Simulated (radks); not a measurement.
All-electron atom: Ar XI in [He] 2s2 2p4. All-electron calculation, Dirac Kohn-Sham, Wu-Cohen GGA, spin-unpolarised, spherical densities, point nucleus; open shells fill j = l - 1/2 first. Program: a radial shooting solver on a logarithmic mesh with Libxc functionals. Some entries of the table are withheld. Estimate them.

orbital,occ.,eigenvalue (hartree),<r^2> (bohr^2),<r> (bohr)
1s1/2,2,-126.8963,0.009849,0.08559
2s1/2,2,-21.12533,0.1806,0.3917
2p1/2,2,(1),0.1467,0.3462
2p3/2,2,(2),0.1483,0.3482
3s1/2,0,-7.67797,1.142,1.003
3p1/2,0,-7.06718,1.136,(3)
3p3/2,0,-7.04637,1.143,(4)

Answer. 
(1) 2p1/2 eigenvalue (hartree): -19.03127
(2) 2p3/2 eigenvalue (hartree): -18.93478
(3) 3p1/2 <r> (bohr): 0.9935
(4) 3p3/2 <r> (bohr): 0.9965
